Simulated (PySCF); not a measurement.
Species: C2H6O2Si.
Bonds: O1–C2 (double), C2–O3, C2–C4, C4–Si5. Hydrogens: H6 on O3; H7, H8 on C4; H9, H10, H11 on Si5.

Method used: EOM-IP-CCSD/aug-cc-pVDZ in PySCF, restricted Hartree–Fock reference, frozen core, non-relativistic, gas phase, PBE0-D3(BJ)/def2-SVP geometry.

Hartree–Fock orbital energies give these Koopmans values (eV): HOMO 12.20, HOMO-1 12.66, HOMO-2 13.08, HOMO-3 13.32, HOMO-4 13.71, HOMO-5 15.80, HOMO-6 16.10, HOMO-7 17.34.

Task: What vertical ionisation energies does EOM-IP-CCSD give?

Result: 
```
leading hole (HF orbital)  Koopmans (eV)  EOM-IP-CCSD (eV)  change (eV)  one-hole share
                     HOMO          12.20             10.50        -1.70            0.94
                   HOMO-1          12.66             11.57        -1.09            0.94
                   HOMO-4          13.71             12.14        -1.57            0.95
                   HOMO-2          13.08             12.50        -0.58            0.95
                   HOMO-3          13.32             12.61        -0.71            0.95
                   HOMO-5          15.80             14.15        -1.65            0.95
                   HOMO-6          16.10             14.75        -1.35            0.95
                   HOMO-7          17.34             15.65        -1.69            0.92
```

Task: Does the order of the lines follow the orbital energies?

Result: No: the HOMO-4 hole (12.14 eV) falls below the HOMO-2 hole (12.50 eV); the HOMO-4 hole (12.14 eV) falls below the HOMO-3 hole (12.61 eV). The corrections run from -1.70 to -0.58 eV, with a mean of -1.29 eV over the 8 lines; no line lies above its Koopmans value. Koopmans values leave out both the relaxation of the orbitals and the change in correlation energy.

Task: At what kinetic energies would He II light (40.81 eV) eject these electrons?

Result: 30.31 eV (HOMO), 29.24 eV (HOMO-1), 28.67 eV (HOMO-4), 28.31 eV (HOMO-2), 28.20 eV (HOMO-3), 26.66 eV (HOMO-5), 26.06 eV (HOMO-6), 25.16 eV (HOMO-7).

Lines less than 0.15 eV apart could change places at a higher level. One root was sought for each valence orbital with −ε under 21 eV, eight at most, so deeper holes and satellites are missing; no vibrational structure.

Shape of the structure used: `[O:1]=[C:2]([OH:3])[CH2:4][SiH3:5]`: O1–C2–C4–Si5 -87°, H–O3–C2–O1 0°.

One conformer stands for the species.
